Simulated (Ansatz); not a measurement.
A run for Ansatz (a first-principles code): U-CCSD(T)/def2-SVP on F2Zn (SMILES [F][Zn][F]), a point of a bond scan (R = 2.350 Å).

Ansatz 0.2 input:
```yaml
crystal:
  periodic: [false, false, false]
  atoms:
    - {symbol: Zn, position_ang: [0.00000000, 0.00000000, 0.00000000]}
    - {symbol: F, position_ang: [0.00000000, 0.00000000, 2.34974308]}
    - {symbol: F, position_ang: [-0.00000000, -0.00000000, -1.74055043]}
basis:
  gaussian:
    orbitals: def2-SVP
correlation: {method: ccsd_t, electrons: outside_noble_gas}
scf: {omitted_lower_state_checks: [cluster_reference]}
magnetization: {spin_polarized: true, initial_magnetization: 0}
```

Give the final energy of this run.

-1976.9178 hartree (reference determinant -1976.2458, T1 diagnostic 0.023).

How many basis functions does it have, and what does it roughly cost on one machine?

59 functions; roughly 7 core-seconds.
